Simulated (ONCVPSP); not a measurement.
# Building the ONCV potential for W (PBE, scalar-relativistic).

Input for ONCVPSP 4.0.1:

```
# ATOM AND REFERENCE CONFIGURATION
# atsym  z   nc   nv     iexc    psfile
  W 74.00   10    4        4      upf
#
#   n    l    f
    1    0    2.00
    2    0    2.00
    2    1    6.00
    3    0    2.00
    3    1    6.00
    3    2   10.00
    4    0    2.00
    4    1    6.00
    4    2   10.00
    4    3   14.00
    5    0    2.00
    5    1    6.00
    5    2    4.00
    6    0    2.00
#
# PSEUDOPOTENTIAL AND OPTIMIZATION
# lmax
    3
#
#   l,   rc,      ep,       ncon, nbas, qcut
    0    1.95    0.00    4    9    6.90
    1    1.85    0.00    4    7    9.20
    2    2.25    0.00    4    8    6.00
    3    1.85    0.24    4    8    7.00
#
# LOCAL POTENTIAL
# lloc, lpopt,  rc(5),   dvloc0
    3    5    1.85    0.00
#
# VANDERBILT-KLEINMAN-BYLANDER PROJECTORs
# l, nproj, debl
    0    2    2.00
    1    2    1.00
    2    1    3.50
    3    0    3.40
#
# MODEL CORE CHARGE
# icmod, fcfact, rcfact
    0    0.00    0.00
#
# LOG DERIVATIVE ANALYSIS
# epsh1, epsh2, depsh
   -4.00    5.00    0.02
#
# OUTPUT GRID
# rlmax, drl
    6.00    0.01
#
# TEST CONFIGURATIONS
# ncnf
    4
# nvcnf
#   n    l    f
    4
    5    0    2.00
    5    1    6.00
    5    2    4.00
    6    0    1.00
#
    4
    5    0    2.00
    5    1    6.00
    5    2    4.00
    6    0    0.00
#
    4
    5    0    2.00
    5    1    6.00
    5    2    3.00
    6    0    0.00
#
    4
    5    0    2.00
    5    1    6.00
    5    2    4.50
    6    0    1.50
#
```

Command:

```bash
oncvpsp.x < W.dat > W.out
```

Resulting log (shortened: citation, most of the input echo, consistency checks and plot data are left out):

```
ONCVPSP  (Optimized Norm-Conservinng Vanderbilt PSeudopotential)
scalar-relativistic version 4.0.1

#   n    l    f        energy (Ha)
    1    0    2.00    -2.5540165E+03
    2    0    2.00    -4.4081250E+02
    2    1    6.00    -3.8546869E+02
    3    0    2.00    -1.0152223E+02
    3    1    6.00    -8.5135760E+01
    3    2   10.00    -6.6302367E+01
    4    0    2.00    -2.0944040E+01
    4    1    6.00    -1.5570103E+01
    4    2   10.00    -8.7621447E+00
    4    3   14.00    -1.2203271E+00
    5    0    2.00    -2.9058909E+00
    5    1    6.00    -1.5876493E+00
    5    2    4.00    -1.6464925E-01
    6    0    2.00    -2.0995059E-01

Reference configufation results
  iterations    36
  all-electron total energy (Ha)   -1.61425134D+04

Begin loop to  construct optimized pseudo wave functions
and semi-local pseudopoentials for all angular momenta

Calculating optimized projector #   1

 for l=   0

    Fraction of norm inside rc  0.981567
    Optimizing pswf for qcut=   6.91 a_B^-1,  ecut=  23.85 Ha
    Residual kinetic energy error=  3.34D-07 Ha

    Energy error per electron        Cutoff
         Ha          eV             Ha
         0.01000     0.27211        9.89
         0.00100     0.02721       14.89
         0.00010     0.00272       18.15
         0.00001     0.00027       20.61

Calculating optimized projector #   2

 for l=   0

    Fraction of norm inside rc  0.108693
    Optimizing pswf for qcut=   6.91 a_B^-1,  ecut=  23.85 Ha
    Residual kinetic energy error=  1.03D-06 Ha

    Energy error per electron        Cutoff
         Ha          eV             Ha
         0.01000     0.27211        5.30
         0.00100     0.02721       14.33
         0.00010     0.00272       18.31
         0.00001     0.00027       21.26

WARNING wellstate: negative energy specified for n= 6 l=  1
WARNING scattering state with energy  0.25000000
WARNING will be used for the first projector

   Wellstate for l =  1  n =  6
     eigenvalue =   0.2500
     asymptotic potential =   0.7500
     half-point radius =  3.5371

Calculating optimized projector #   1

 for l=   1

    Fraction of norm inside rc  0.906594
    Optimizing pswf for qcut=   9.19 a_B^-1,  ecut=  42.23 Ha
    Residual kinetic energy error=  4.94D-08 Ha

    Energy error per electron        Cutoff
         Ha          eV             Ha
         0.01000     0.27211        9.83
         0.00100     0.02721       22.55
         0.00010     0.00272       28.51
         0.00001     0.00027       33.23

Calculating optimized projector #   2

 for l=   1

    Fraction of norm inside rc  0.095925
    Optimizing pswf for qcut=   9.19 a_B^-1,  ecut=  42.23 Ha
    Residual kinetic energy error=  2.27D-08 Ha

    Energy error per electron        Cutoff
         Ha          eV             Ha
         0.01000     0.27211        7.88
         0.00100     0.02721       20.91
         0.00010     0.00272       27.75
         0.00001     0.00027       32.91

Calculating optimized projector #   1

 for l=   2

    Fraction of norm inside rc  0.660129
    Optimizing pswf for qcut=   6.00 a_B^-1,  ecut=  18.01 Ha
    Residual kinetic energy error=  5.67D-06 Ha

    Energy error per electron        Cutoff
         Ha          eV             Ha
         0.01000     0.27211       10.14
         0.00100     0.02721       13.07
         0.00010     0.00272       15.48
         0.00001     0.00027       17.49

   Wellstate for l =  3  n =  5
     eigenvalue =   0.2400
     asymptotic potential =   0.7400
     half-point radius = 10.8656

Calculating optimized projector #   1

 for l=   3

    Fraction of norm inside rc  0.002300
    Optimizing pswf for qcut=   6.99 a_B^-1,  ecut=  24.46 Ha
    Residual kinetic energy error=  4.13D-06 Ha

    Energy error per electron        Cutoff
         Ha          eV             Ha
         0.01000     0.27211        1.07
         0.00100     0.02721        6.11
         0.00010     0.00272       16.65
         0.00001     0.00027       22.37

Construct Vanderbilt / Kleinmman-Bylander projectors

B matrix Hermiticity error, ll=   0
   1   2    3.5639E-04

  Orthonormal projector coefficients  5.2960E+00 -3.2686E+00

B matrix Hermiticity error, ll=   1
   1   2    2.5712E-04

  Orthonormal projector coefficients  4.6848E+00 -1.4783E+00

Pseudoatom total energy  -68.180316

Diagnostic tests using Vanderbilt-Kleinman-Bylander pseudopotentials
  1 or more projectors used as specified by nproj input data

   l    rcore       rmatch      e in        delta e   norm test  slope test

   0   1.9529618   2.0122580  -2.9058909   0.0000005   1.0004831   1.0004631
   0   1.9529618   2.0122580  -0.2099506   0.0000014   0.9999864   0.9999828

   1   1.8505973   1.9067855  -1.5876493  -0.0000018   1.0002072   1.0002109
   1   1.8505973   1.9067855   0.2500000   0.0000127   1.0001986   1.0001986

   2   2.2544743   2.3229251  -0.1646492  -0.0000005   0.9999998   1.0000043

   3   1.8505973   1.9067855   0.2400000   0.0000090   1.0000019   1.0000019

 Testing for bound ghosts
   n   l    E NL Schr. Eq   E Basis Diag.   E Cutoff

   1   0       -2.905890       -2.905871     92.25
   2   0       -0.209949       -0.189313     92.25

   2   1       -1.587651       -1.587559     65.39

   3   2       -0.164650       -0.162815     50.78

 Testing for highly-localized positive-energy ghosts
       l    <radius>/rc     E Basis Diag.   E Cutoff

       0        0.540012        0.912925     92.25  WARNING - GHOST(+)

       2        0.306296       12.752981     50.78  WARNING - GHOST(+)

Test configuration 0

   n   l     f        eae           eps        diff
   1   0  2.0000-2554.01648257
   2   0  2.0000 -440.81249975
   2   1  6.0000 -385.46869021
   3   0  2.0000 -101.52222840
   3   1  6.0000  -85.13576036
   3   2 10.0000  -66.30236720
   4   0  2.0000  -20.94403960
   4   1  6.0000  -15.57010256
   4   2 10.0000   -8.76214472
   4   3 14.0000   -1.22032709
   5   0  2.0000   -2.90589091   -2.90589041    5.09D-07
   5   1  6.0000   -1.58764932   -1.58765111   -1.80D-06
   5   2  4.0000   -0.16464925   -0.16464976   -5.12D-07
   6   0  2.0000   -0.20995059   -0.20994917    1.42D-06

    Total energies and differences
      AE_ref= -1.61425134D+04  AE_tst= -1.61425134D+04  dif=  0.00D+00
      PS_ref= -6.81803156D+01  PS_tst= -6.81803156D+01  dif=  9.95D-14
      PSP excitation error= -9.95D-14

Test configuration 1

   n   l     f        eae           eps        diff
   1   0  2.0000-2554.29339267
   2   0  2.0000 -441.08744223
   2   1  6.0000 -385.74369191
   3   0  2.0000 -101.79738334
   3   1  6.0000  -85.41091876
   3   2 10.0000  -66.57739252
   4   0  2.0000  -21.21929772
   4   1  6.0000  -15.84531711
   4   2 10.0000   -9.03722917
   4   3 14.0000   -1.49534176
   5   0  2.0000   -3.18114191   -3.18245330   -1.31D-03
   5   1  6.0000   -1.86379527   -1.86435104   -5.56D-04
   5   2  4.0000   -0.43098130   -0.43101602   -3.47D-05
   6   0  1.0000   -0.44766545   -0.44762473    4.07D-05

    Total energies and differences
      AE_ref= -1.61425134D+04  AE_tst= -1.61421869D+04  dif=  3.26D-01
      PS_ref= -6.81803156D+01  PS_tst= -6.78537545D+01  dif=  3.27D-01
      PSP excitation error= -9.91D-05

Test configuration 2

   n   l     f        eae           eps        diff
   1   0  2.0000-2554.61257383
   2   0  2.0000 -441.40399517
   2   1  6.0000 -386.06033646
   3   0  2.0000 -102.11383988
   3   1  6.0000  -85.72738216
   3   2 10.0000  -66.89373317
   4   0  2.0000  -21.53583630
   4   1  6.0000  -16.16181158
   4   2 10.0000   -9.35356450
   4   3 14.0000   -1.81143461
   5   0  2.0000   -3.49679521   -3.50117344   -4.38D-03
   5   1  6.0000   -2.17922323   -2.18145637   -2.23D-03
   5   2  4.0000   -0.73062511   -0.73099575   -3.71D-04

    Total energies and differences
      AE_ref= -1.61425134D+04  AE_tst= -1.61416107D+04  dif=  9.03D-01
      PS_ref= -6.81803156D+01  PS_tst= -6.72773859D+01  dif=  9.03D-01
      PSP excitation error= -2.43D-04

Test configuration 3

   n   l     f        eae           eps        diff
   1   0  2.0000-2555.09139038
   2   0  2.0000 -441.88462466
   2   1  6.0000 -386.54100199
   3   0  2.0000 -102.59157382
   3   1  6.0000  -86.20512918
   3   2 10.0000  -67.37199265
   4   0  2.0000  -22.01305344
   4   1  6.0000  -16.63916079
   4   2 10.0000   -9.83111873
   4   3 14.0000   -2.28795387
   5   0  2.0000   -3.96754052   -3.97781474   -1.03D-02
   5   1  6.0000   -2.63955155   -2.64637812   -6.83D-03
   5   2  3.0000   -1.14320517   -1.14515177   -1.95D-03

    Total energies and differences
      AE_ref= -1.61425134D+04  AE_tst= -1.61406779D+04  dif=  1.84D+00
      PS_ref= -6.81803156D+01  PS_tst= -6.63432844D+01  dif=  1.84D+00
      PSP excitation error= -1.57D-03

Test configuration 4

   n   l     f        eae           eps        diff
   1   0  2.0000-2553.97984504
   2   0  2.0000 -440.77405068
   2   1  6.0000 -385.43029219
   3   0  2.0000 -101.48426060
   3   1  6.0000  -85.09779418
   3   2 10.0000  -66.26423590
   4   0  2.0000  -20.90610636
   4   1  6.0000  -15.53210212
   4   2 10.0000   -8.72399297
   4   3 14.0000   -1.18222121
   5   0  2.0000   -2.86852203   -2.86829334    2.29D-04
   5   1  6.0000   -1.55298896   -1.55245898    5.30D-04
   5   2  4.5000   -0.14201051   -0.14175327    2.57D-04
   6   0  1.5000   -0.19894580   -0.19895842   -1.26D-05

    Total energies and differences
      AE_ref= -1.61425134D+04  AE_tst= -1.61424878D+04  dif=  2.55D-02
      PS_ref= -6.81803156D+01  PS_tst= -6.81546320D+01  dif=  2.57D-02
      PSP excitation error= -1.43D-04
```

The run took about 5.3 s on one core of a shared server CPU.
